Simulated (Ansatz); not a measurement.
Cost and result for the atomization energy of FGeH₆NSi (`[NH2][GeH2][SiH2]F`) (10 atoms, 9 bonds).

Cartesian coordinates in Å:
```
N 1.097 1.487 0.304
Ge 0.585 0.003 -0.668
Si -1.368 -0.911 0.350
F -2.616 0.082 0.174
H 1.345 1.281 1.263
H 1.859 2.002 -0.115
H 1.665 -1.111 -0.742
H 0.319 0.495 -2.101
H -1.156 -1.116 1.808
H -1.730 -2.211 -0.273
```

Charge 0, multiplicity 1. Correlated methods include outer-core shells of Ge, which these sets cover unevenly. Scalar relativity is left out up to krypton. The geometry is a stationary point of PBE0-D4/def2-TZVP. It is one conformer, not always the lowest. Program: Ansatz. All runs use 4 threads of an Arm Neoverse V1 on a shared host. Times are those of one run each, without the atoms' runs, and a repeat can differ threefold. Electronic energies, without spin–orbit coupling; frozen cores. CCSD(T)/CBS adds CCSD(T) − MP2 in def2-TZVPP to the MP2 limit, and its time is that of the two runs behind it. T1 = 0.011. With those shells the extrapolation isn't a true limit. B3LYP takes the VWN-RPA correlation (the form of Gaussian; ORCA's B3LYP/G).

CCSD(T)/CBS is a level of theory with its own doubt, some kJ/mol a heavy atom from the limit and from the frozen cores, so smaller differences don't rank the functionals.

| level | functions | wall time | atomization (kcal/mol) | difference from CCSD(T)/CBS | per bond |
| --- | --- | --- | --- | --- | --- |
| PBE-D4/def2-TZVPP (with forces) | 236 | 2.5 s | 747.6 | -3.8 | -0.4 |
| PBE0-D4/def2-TZVPP | 236 | 3.2 s | 736.8 | -14.6 | -1.6 |
| r2SCAN-D4/def2-TZVPP (with forces) | 236 | 4.8 s | 744.6 | -6.8 | -0.8 |
| B3LYP-D4/def2-TZVPP (with forces) | 236 | 4.9 s | 745.5 | -5.9 | -0.7 |
| B2PLYP/def2-TZVPP | 236 | 5.5 s | 737.7 | -13.7 | -1.5 |
| ωB97X-V/def2-TZVPP | 236 | 8 s | 753.4 | 2.0 | 0.2 |
| ωB97M-V/def2-TZVPP (with forces) | 236 | 12 s | 746.0 | -5.4 | -0.6 |
| MP2/def2-QZVPP | 453 | 23 s | 746.2 | -5.2 | -0.6 |
| CCSD(T)/def2-TZVPP | 236 | 2.9 min | 730.5 | -20.9 | -2.3 |
| CCSD(T)/CBS(def2) | – | 3.3 min | 751.4 | 0.0 | 0.0 |

From PBE to PBE0 (25 % exact exchange), in def2-TZVPP and without D4, the atomization energy moves by −10.2 kcal/mol: exact exchange takes away binding that semilocal exchange gives to molecules. The D4 term adds +7.2 kcal/mol with B3LYP and +3.8 kcal/mol with PBE0; it sums over pairs of atoms, weighted by their polarisabilities, and B3LYP, whose exchange is more repulsive, gets the larger term. In def2-TZVPP, CCSD(T) changes the Hartree–Fock value by +197.4 kcal/mol (the triples alone add +9.3 kcal/mol) and MP2 by +200.5 kcal/mol; breaking electron pairs costs correlation energy, which Hartree–Fock lacks.
